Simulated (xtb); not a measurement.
C₂H₇BiO₂, SMILES C[CH2][Bi]([OH])[OH]. All values are semi-empirical tight-binding results from xtb (GFN2-xTB unless named), good for trends rather than for accurate numbers. Coordinates come from a GFN2-xTB optimisation. The structure was generated by enumeration; whether it is a known compound was not checked. The values are those of a single conformer.

For metal compounds this method's bond lengths and energies can be far off.

Computed properties:
```yaml
orbital_gap: 6.16 eV
zero_point_energy: 56.0 kcal/mol
G − E(el) at 298.15 K (modified RRHO): 34.3 kcal/mol
```
